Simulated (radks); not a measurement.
Q: Species: Cs2+. Configuration: [Kr] 4d10 5s2 5p5. Calculated with a radial shooting solver on a logarithmic mesh with Libxc functionals: scalar-relativistic Kohn-Sham, exchange-only B88, spin-polarised, spherical densities, finite nucleus; open shells are filled with parallel spins first (spin-orbit coupling, left out, can overturn this in heavy ions); Fermi nuclear charge, rms radius 4.8041 fm. Some entries of the table are withheld. Estimate them.

| orbital | occ. | eigenvalue (eV) | <r> (bohr) | r(max) (bohr) |
|---|---|---|---|---|
| 1s up | 1 | -35817.82 | 0.02611 | 0.01678 |
| 1s down | 1 | -35817.78 | 0.02611 | 0.01678 |
| 2s up | 1 | -5631.815 | 0.1121 | 0.09488 |
| 2s down | 1 | -5631.792 | 0.1121 | 0.09489 |
| 2p up | 3 | -5054.278 | 0.09820 | 0.07617 |
| 2p down | 3 | -5054.237 | 0.09820 | 0.07617 |
| 3s up | 1 | -1183.005 | 0.2991 | 0.2725 |
| 3s down | 1 | -1182.961 | 0.2991 | 0.2725 |
| 3p up | 3 | -997.1387 | 0.2970 | 0.2666 |
| 3p down | 3 | -997.0893 | 0.2970 | 0.2666 |
| 3d up | 5 | -724.1299 | 0.2736 | 0.2203 |
| 3d down | 5 | -724.0828 | 0.2736 | 0.2203 |
| 4s up | 1 | -235.7935 | 0.6946 | 0.6424 |
| 4s down | 1 | -235.6895 | 0.6946 | 0.6424 |
| 4p up | 3 | -176.3527 | 0.7394 | 0.6727 |
| 4p down | 3 | -176.2430 | 0.7392 | 0.6727 |
| 4d up | 5 | -89.8404 | 0.8366 | 0.7203 |
| 4d down | 5 | -89.6797 | 0.8353 | 0.7203 |
| 5s up | 1 | -41.8862 | 1.708 | 1.533 |
| 5s down | 1 | -40.9948 | 1.707 | 1.528 |
| 5p up | 3 | -28.0821 | 1.994 | (1) |
| 5p down | 2 | -27.1707 | 2.001 | (2) |
| 5d up | 0 | -11.7846 | 2.998 | 2.474 |
| 6s up | 0 | -11.5684 | (3) | 3.770 |
| 6s down | 0 | -11.3107 | (4) | 3.815 |
| 5d down | 0 | -11.1684 | 3.087 | 2.525 |
| 4f up | 0 | -6.6716 | 2.366 | 0.9856 |

A: 
(1) 5p up r(max) (bohr): 1.748
(2) 5p down r(max) (bohr): 1.746
(3) 6s up <r> (bohr): 4.122
(4) 6s down <r> (bohr): 4.180
